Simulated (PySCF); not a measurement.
Input file for PySCF: D3(BJ) and D4 dispersion corrections on F3HSi (SMILES F[SiH](F)F).

```python
from pyscf import gto
from pyscf.dispersion import dftd3, dftd4

mol = gto.M(
    atom='''
    Si    0.02787529   -0.02730611   -0.01754377
    F     0.67323423    1.40526359    0.13636547
    F    -1.26311642    0.10561857   -0.91649206
    F    -0.41475803   -0.52684942    1.41317968
    H     0.97676494   -0.95672664   -0.61540933
    ''',
    basis='def2-svp',
    charge=0, spin=0, verbose=0, max_memory=1800)
d3, d4 = {}, {}
for xc in ['hf', 'pbe', 'blyp', 'revpbe', 'tpss', 'r2scan', 'b3lyp', 'pbe0', 'bhlyp', 'camb3lyp', 'b2plyp']:
    d3[xc] = float(dftd3.DFTD3Dispersion(mol, xc=xc, version='d3bj', atm=False).get_dispersion()['energy'])
    print(f'D3(BJ) {xc:10s} {d3[xc]:14.8f} Eh')
for xc in ['hf', 'pbe', 'blyp', 'revpbe', 'tpss', 'r2scan', 'b3lyp', 'pbe0', 'bhlyp', 'camb3lyp', 'b2plyp']:
    d4[xc] = float(dftd4.DFTD4Dispersion(mol, xc={'camb3lyp': 'cam-b3lyp'}.get(xc, xc), atm=True).get_dispersion()['energy'])
    print(f'D4     {xc:10s} {d4[xc]:14.8f} Eh')
```

The log:

```
D3(BJ) hf            -0.02149451 Eh
D3(BJ) pbe           -0.00217563 Eh
D3(BJ) blyp          -0.00480859 Eh
D3(BJ) revpbe        -0.00567790 Eh
D3(BJ) tpss          -0.00273231 Eh
D3(BJ) r2scan        -0.00054247 Eh
D3(BJ) b3lyp         -0.00393024 Eh
D3(BJ) pbe0          -0.00184943 Eh
D3(BJ) bhlyp         -0.00314581 Eh
D3(BJ) camb3lyp      -0.00164773 Eh
D3(BJ) b2plyp        -0.00182397 Eh
D4     hf            -0.01042301 Eh
D4     pbe           -0.00262943 Eh
D4     blyp          -0.00604344 Eh
D4     revpbe        -0.00892561 Eh
D4     tpss          -0.00356871 Eh
D4     r2scan        -0.00058742 Eh
D4     b3lyp         -0.00428714 Eh
D4     pbe0          -0.00216210 Eh
D4     bhlyp         -0.00310085 Eh
D4     camb3lyp      -0.00215631 Eh
D4     b2plyp        -0.00180591 Eh
```

The run finished.

Cost: around 0.04 core-seconds (rough).
